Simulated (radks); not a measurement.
Results of a calculation; reference values are marked as such.
All-electron atom: Ga3+ in [Ar] 3d10 (the NIST ground configuration). Code: a radial shooting solver on a logarithmic mesh with Libxc functionals. Model: scalar-relativistic Kohn-Sham, r2SCAN, spin-polarised, spherical densities, finite nucleus; meta-GGA in the generalised Kohn-Sham scheme; Fermi nuclear charge, rms radius 3.9973 fm.

Normalised radial functions P(r) = r R(r), r in bohr:

r              3s      3d
0.003731   0.1454  0.0000
0.004207   0.1609  0.0000
0.004743   0.1778  0.0000
0.005348   0.1959  0.0001
0.006029   0.2152  0.0001
0.006798   0.2358  0.0001
0.007665   0.2575  0.0002
0.008573   0.2785  0.0002
0.009666   0.3015  0.0003
0.0109     0.3248  0.0005
0.01229    0.3477  0.0006
0.01385    0.3696  0.0009
0.01562    0.3896  0.0013
0.01761    0.4067  0.0018
0.01986    0.4195  0.0025
0.02239    0.4267  0.0034
0.02504    0.4268  0.0046
0.02824    0.4180  0.0064
0.03184    0.3982  0.0089
0.0359     0.3654  0.0122
0.04047    0.3178  0.0167
0.04563    0.2540  0.0228
0.05145    0.1731  0.0308
0.05801    0.0752  0.0415
0.06541   -0.0382  0.0554
0.07316   -0.1554  0.0722
0.08249   -0.2881  0.0951
0.093     -0.4212  0.1241
0.1049    -0.5451  0.1603
0.1182    -0.6483  0.2047
0.1333    -0.7182  0.2584
0.1503    -0.7418  0.3219
0.1695    -0.7080  0.3954
0.1911    -0.6088  0.4783
0.2137    -0.4550  0.5628
0.241     -0.2290  0.6586
0.2717     0.0482  0.7567
0.3063     0.3567  0.8528
0.3454     0.6686  0.9411
0.3894     0.9536  1.0163
0.4391     1.1821  1.0729
0.495      1.3306  1.1053
0.5582     1.3863  1.1100
0.6243     1.3549  1.0888
0.7039     1.2444  1.0405
0.7936     1.0761  0.9694
0.8948     0.8764  0.8801
1.009      0.6712  0.7782
1.138      0.4819  0.6692
1.283      0.3228  0.5587
1.446      0.2004  0.4516
1.63       0.1145  0.3519
1.824      0.0624  0.2686
2.056      0.0295  0.1921
2.318      0.0125  0.1302
2.614      0.0046  0.0828
2.947      0.0015  0.0491

3s: eigenvalue -186.34 eV, 2 radial nodes at r = 0.0629, 0.266 bohr, <r> = 0.651 bohr, 90 % of the charge inside 0.975 bohr. 3d: eigenvalue -52.875 eV, 0 radial nodes, <r> = 0.784 bohr, 90 % of the charge inside 1.33 bohr.
